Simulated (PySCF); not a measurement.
## Orbital picture of BeBr

PBE0 at R = 1.962 Å; Be cc-pVTZ, Br cc-pVTZ-PP with ECP10; scalar-relativistic core potentials (PySCF 2.14). State: ²Σ⁺ (doublet), unpaired electrons σ ↑. Only the outer orbitals are listed, counted within each symmetry, core potentials removing the inner ones.

```
spin  orbital  occ.  ε (eV)  on Be (%)           main shells (%)
   α       5σ     1  -22.27          9                   91 Br s
   α       6σ     1  -10.85         28          69 Br p, 21 Be s
   α       3π     1   -8.90          8                   92 Br p
   α       3π     1   -8.90          8                   92 Br p
   α       7σ     1   -6.28         94          60 Be s, 34 Be p
   α       4π     0   -1.26         93                   92 Be p
   α       4π     0   -1.26         93                   92 Be p
   β       5σ     1  -22.21          9                   91 Br s
   β       6σ     1  -10.65         26  70 Br p, 16 Be s, 9 Be p
   β       3π     1   -8.89          7                   93 Br p
   β       3π     1   -8.89          7                   93 Br p
   β       7σ     0   -2.22        100          90 Be s, 10 Be p
   β       4π     0   -0.23         93                   94 Be p
   β       4π     0   -0.23         93                   94 Be p
```

Q: Which are the highest filled and the lowest empty level, where do they sit, and how wide is the gap?

A: Highest filled α 7σ at -6.28 eV (in %: 60 Be s, 34 Be p); lowest empty β 7σ at -2.22 eV (in %: 90 Be s, 10 Be p); the gap at PBE0 is 4.06 eV.

| Property | Result |
| --- | --- |
| bond order (Mayer) | 1.44 |
| ⟨S²⟩ | 0.752 |
| charge on Be (Mulliken, basis-dependent) | 0.03 |
| charge on Be (Löwdin, basis-dependent) | -0.40 |
| dipole moment (positive dipole means Be(−)Br(+)) | -0.72 D |
| polarisability along the bond | 48.9 bohr³ |
| polarisability across the bond | 41.7 bohr³ |

Spin–orbit coupling is left out. The state was picked by a PBE0 search and need not be the measured ground state.
